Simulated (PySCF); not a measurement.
Electronic absorption of 2,4-hexanedione

2,4-hexanedione, C6H10O2.
SMILES: `CCC(=O)CC(C)=O`

Method used: PySCF 2.14.0, density-fitted response routines, TDDFT CAM-B3LYP/def2-SVPD, vertical, gas phase, core orbitals frozen in the response. One conformer (not necessarily the lowest) at the PBE0-D3(BJ)/def2-SVP geometry, without solvent, vibrations or thermal averaging. Torsions of this conformer, `[CH3:1][CH2:2][C:3](=[O:4])[CH2:5][C:6]([CH3:7])=[O:8]`: C1–C2–C3–O4 5°, C2–C3–C5–C6 91°, C3–C5–C6–C7 87°.

```tsv
state	E (eV)	λ (nm)	f	main configurations (H = HOMO, L = LUMO)
S1	4.31	287.5	0.0058	H→L (78%), H-1→L+2 (12%)
S2	4.49	275.9	0.0002	H-1→L (70%), H→L+2 (16%), H→L+1 (10%)
S3	6.55	189.2	0.0004	H→L+2 (42%), H→L+1 (28%), H-1→L (27%)
S4	7.00	177.1	0.053	H-1→L+2 (36%), H-1→L+1 (24%), H→L (17%)
S5	7.31	169.7	0.118	H→L+1 (44%), H→L+2 (28%), H-1→L+2 (11%)
S6	7.53	164.7	0.011	H-1→L+1 (47%), H-1→L+2 (27%), H→L+3 (11%)
```

The lowest singlet comes at 287 nm (416 kJ/mol) in the ultraviolet; it is weak; its leading configuration is HOMO→LUMO (78%). The strongest level in the table is S5 at 7.31 eV (170 nm, f = 0.118). Löwdin shares by element: HOMO oxygen 60%, carbon 20% or more (atoms not listed hold the other 21%); LUMO carbon 38% or more, oxygen 36% (atoms not listed hold the other 26%). Of the 6 states listed, 3 reach f = 0.01 and 2 stay under 0.0005. Weighted by f, the mean energy of these states is 7.14 eV. The oscillator strengths of these states sum to 0.189; summed over the whole spectrum of an exact calculation they would give the number of electrons, 62 (Thomas–Reiche–Kuhn). No computed singlet lies in the visible range (380 to 750 nm); the lowest, at 287 nm, stands 1.05 eV above its violet end (3.26 eV). The window holds the lowest 6 singlets.
